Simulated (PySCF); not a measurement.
## C⁴⁺ (carbon, charge +4): Hartree-Fock from Schrödinger to Dirac-Coulomb-Breit

Occupied: 1s1/2. Hartree-Fock calculated with PySCF 2.14 in an uncontracted even-tempered set (16 s from 0.092 bohr⁻², ratio 2.7; 10 p from 0.11 bohr⁻², ratio 2.7), Gaussian nucleus throughout. NR is non-relativistic, sf-X2C the spin-free one-electron X2C Hamiltonian, X2C adds the bare one-electron spin-orbit term, X2C-SNSO screens it by Boettger's factors, DC is four-component Dirac-Coulomb, and the Gaunt and Breit terms are added at first order (total energies over the DC spinors, levels after relaxing the spinors in that mean field). QED terms are absent. Levels marked empty are virtual spinors of this ion.

```tsv
Hamiltonian	E (hartree)	E − E(DC) (hartree)	CPU seconds
NR	-32.3610	0.0148	0.16
sf-X2C	-32.3746	0.0012	0.07
X2C	-32.3746	0.0012	0.08
X2C-SNSO	-32.3746	0.0012	0.07
DC	-32.3758	0.0000	0.94
DC+Gaunt	-32.3734	0.0024	2.1
DC+Breit	-32.3734	0.0024	20
```

```json
{"level (eV)": "1s1/2", "NR": "-392.30", "sf-X2C": "-392.44", "X2C": "-392.44", "X2C-SNSO": "-392.44", "DC": "-392.47", "DC+Gaunt": "-392.41", "DC+Breit": "-392.41"}
{"level (eV)": "2s1/2 (empty)", "NR": "-64.343", "sf-X2C": "-64.371", "X2C": "-64.371", "X2C-SNSO": "-64.371", "DC": "-64.373", "DC+Gaunt": "-64.369", "DC+Breit": "-64.369"}
{"level (eV)": "2p1/2 (empty)", "NR": "-56.274", "sf-X2C": "-56.280", "X2C": "-56.295", "X2C-SNSO": "-56.293", "DC": "-56.291", "DC+Gaunt": "-56.284", "DC+Breit": "-56.286"}
{"level (eV)": "2p3/2 (empty)", "NR": "-56.274", "sf-X2C": "-56.280", "X2C": "-56.273", "X2C-SNSO": "-56.274", "DC": "-56.275", "DC+Gaunt": "-56.272", "DC+Breit": "-56.273"}
{"level (eV)": "3s1/2 (empty)", "NR": "-26.870", "sf-X2C": "-26.879", "X2C": "-26.879", "X2C-SNSO": "-26.879", "DC": "-26.880", "DC+Gaunt": "-26.878", "DC+Breit": "-26.879"}
```

```csv
interval (eV),X2C,X2C-SNSO,DC,DC+Gaunt,DC+Breit
2p3/2 − 2p1/2,0.02230,0.01859,0.01581,0.01273,0.01273
```

Weight of the small component: 1s1/2 0.000431, 2s1/2 6.48e-05, 2p1/2 5.97e-05, 2p3/2 5.97e-05, 3s1/2 2.65e-05.

Koopmans' value for the highest occupied level at DC+Breit: 392.41 eV, against an ionisation energy of 392.09 eV (theoretical estimate listed by NIST; NIST Atomic Spectra Database, ionization energies); the former lacks relaxation, correlation, QED and recoil.

The whole ladder took 24 s of wall time on 1 thread of Intel(R) Xeon(R) Platinum 8488C (shared host), launched as `OMP_NUM_THREADS=1 python relrun2.py TASK.json OUT` (a driver that calls PySCF for each Hamiltonian).
